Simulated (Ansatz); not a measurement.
Job for Ansatz (an electronic-structure program): R-B97M-V/def2-TZVPPD on CH7BO (a complex). Files ending in .json are basis or fitting sets from the Basis Set Exchange.

Ansatz 0.2 input:
```yaml
crystal:
  periodic: [false, false, false]
  atoms:
    - {symbol: B, position_ang: [0.03136769, -0.00975070, 0.78308685]}
    - {symbol: H, position_ang: [-0.32618785, 1.12448595, 0.61055323]}
    - {symbol: H, position_ang: [-0.60365351, -0.85136717, 0.20429427]}
    - {symbol: H, position_ang: [1.22842286, -0.17276101, 0.77163887]}
    - {symbol: C, position_ang: [0.29167233, 0.51970435, 3.35305969]}
    - {symbol: O, position_ang: [-0.39574492, -0.29124629, 2.37567405]}
    - {symbol: H, position_ang: [-0.06456996, 0.25449840, 4.34706501]}
    - {symbol: H, position_ang: [0.03337453, 1.54757219, 3.11893309]}
    - {symbol: H, position_ang: [1.36879819, 0.37989921, 3.26513879]}
    - {symbol: H, position_ang: [-0.25452167, -1.22847190, 2.55831469]}
basis:
  gaussian:
    orbitals: def2-TZVPPD.json
hamiltonian:
  xc: {name: B97M-V}
scf: {lower_state_search: off}
```

Program output:

```
WARN ansatz: RAYON_NUM_THREADS=1 ignored (pool sized by the plan → 1); use --threads N
Functional definition: B97M-V
these checks for a lower state are left out or cut short: stability, starts, cluster_reference, orbital_swaps, neighbouring_geometries, increment
integrals: 0.11 GiB planned
936 factors; their error is unknown
mean field: 1.16 GiB planned
mean field evaluation 1: about -3869.4592 eV, gradient 4.7e1 eV
mean field evaluation 2: about -3866.1956 eV, gradient 6.2e1 eV
mean field evaluation 4: about -3874.8982 eV, gradient 3.0e0 eV
mean field evaluation 8: about -3874.9210 eV, gradient 7.4e-2 eV
mean field evaluation 16: about -3874.8899 eV, gradient 1.5e-4 eV
mean field -3874.88990186 eV, -142.3995773987 hartree, gradient 1.6e-6 eV, S^2 0.000000; 0 other end points of the search recorded, 0 dependent functions left out
reference -3874.88997065 eV, -142.3995799267 hartree; 13, 13 occupied and 220, 220 virtual orbitals, 936 factors
Total energy: -3874.88997065 eV, -142.3995799267 hartree
Checks for a lower state left out: stability, starts, cluster_reference, orbital_swaps, neighbouring_geometries, increment
```

The run converged.

Cost: very roughly 3 core-seconds.
